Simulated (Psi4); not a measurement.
Relaxed torsion scan: SMILES [SiH3]c1sc(cc1)C#N (C5H5NSSi). Scanned: dihedral S8–C6–Si7–H11; all other coordinates were relaxed at GFN2-xTB. Heavy atoms are numbered in the order of the SMILES N#Cc1ccc([SiH3])s1, hydrogens after them in the order of the atoms that carry them; the mirror image has the same energies with the sign of each dihedral reversed.

Computed with: PBE-D3(BJ)/def2-SVP // GFN2-xTB (Psi4); PBE0/def2-SVP // GFN2-xTB (Psi4); MP2/cc-pVTZ = Psi4 1.11 with DF-MP2 (frozen core)/cc-pVTZ // GFN2-xTB.

Energies relative to the lowest point of each profile, in kcal/mol:

| φ / ° | PBE-D3(BJ)/def2-SVP | PBE0/def2-SVP |
|---|---|---|
| 0 | 0.12 | 0.14 |
| 10 | 0.11 | 0.12 |
| 20 | 0.08 | 0.09 |
| 30 | 0.04 | 0.05 |
| 40 | 0.02 | 0.02 |
| 50 | 0.00 | 0.00 |
| 60 | 0.00 | 0.00 |
| 70 | 0.00 | 0.01 |
| 80 | 0.01 | 0.02 |
| 90 | 0.04 | 0.06 |
| 100 | 0.08 | 0.09 |
| 110 | 0.11 | 0.12 |

Problem. Estimate the MP2/cc-pVTZ values at these points.

Solution. 0: 0.11; 10: 0.10; 20: 0.07; 30: 0.04; 40: 0.02; 50: 0.00; 60: 0.00; 70: 0.00; 80: 0.01; 90: 0.04; 100: 0.07; 110: 0.10 (kcal/mol).
